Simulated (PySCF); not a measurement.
Electronic structure of Ga⁺ (gallium, charge +1) at the MN15 level

Configuration: [Ar] 3d10 4s2, closed-shell 1S. Computed with PySCF 2.14 in x2c-TZVPall (6s5p4d1f, 48 functions), with the spin-free X2C one-electron Hamiltonian (Gaussian nucleus).

```json
{"Total energy": "-1944.798 hartree", "One-electron energy": "-2697.073 hartree", "Hartree (Coulomb) energy": "829.250 hartree", "Exchange-correlation energy": "-76.974 hartree", "⟨S²⟩": "0.0000", "⟨L²⟩": "0.000", "Sum of ⟨r⟩": "19.63 bohr", "Sum of ⟨r²⟩": "24.85 bohr²", "Langevin diamagnetic susceptibility": "-19.7 ×10⁻⁶ cm³/mol", "Time after the integrals": "1.1 s of wall time on 1 thread of Neoverse-V2 (shared host)"}
```

```
shell  electrons  mean orbital energy (hartree)  rms radius, mean of both spins (bohr)
   1s          2                     -375.87039                                 0.0560
   2s          2                      -46.32538                                  0.238
   2p          6                      -40.91316                                  0.211
   3s          2                       -5.73268                                  0.711
   3p          6                       -4.08274                                  0.740
   3d         10                       -1.18342                                  0.914
   4s          2                       -0.66001                                   2.43
```

Densities and radii are taken from the X2C orbitals without a picture-change correction, which distorts them close to the nucleus.
